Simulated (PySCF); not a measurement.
## Relaxation of singlet AsO(OH)

These are results of PBE0/[As def2-TZVP, O def2-TZVP, H def2-TZVP], no relativity, density fitting, PySCF, not measurements. A (50,194) grid was used.

A hand-made bent (heavy-atom frame) start, with no symmetry imposed:

Coordinates in bohr (charge 0 multiplicity 1):
```
As    0.0653   -0.0130   -0.5952
O     2.7123   -0.0130    1.2583
O    -2.7828   -0.0130    1.3992
H    -3.7381    1.3767    2.0680
```

Optimiser trace:
| step | E − E(last) (kJ/mol) | largest gradient (Eh/bohr) |
| --- | --- | --- |
| 0 | 72.58 | 0.06950 |
| 1 | 46.51 | 0.04309 |
| 2 | 35.13 | 0.02437 |
| 3 | 30.46 | 0.03843 |
| 4 | 10.58 | 0.01877 |
| 5 | 7.14 | 0.01862 |
| 6 | 3.03 | 0.01755 |
| 7 | 1.15 | 0.01114 |
| 8 | 0.28 | 0.00288 |
| 9 | 0.03 | 0.00138 |
| 10 | 0.01 | 0.00135 |
| 11 | 0.00 | 0.00042 |
| 12 | 0.00 | 0.00016 |

It ends at Cs with As–O 1.611 Å, As–O 1.765 Å, O–H 0.968 Å; As–O–H 109.7°, O–As–O 105.5° (after a last refinement on a finer grid). A frequency run shows a minimum. Other isomers or separated fragments may lie lower.

Final geometry:
Coordinates in bohr (charge 0 multiplicity 1):
```
As    0.1582   -0.2695   -0.5238
O     2.2274    0.7045    1.4870
O    -2.8054    0.4755    0.8118
H    -2.5634    1.2918    2.4306
```
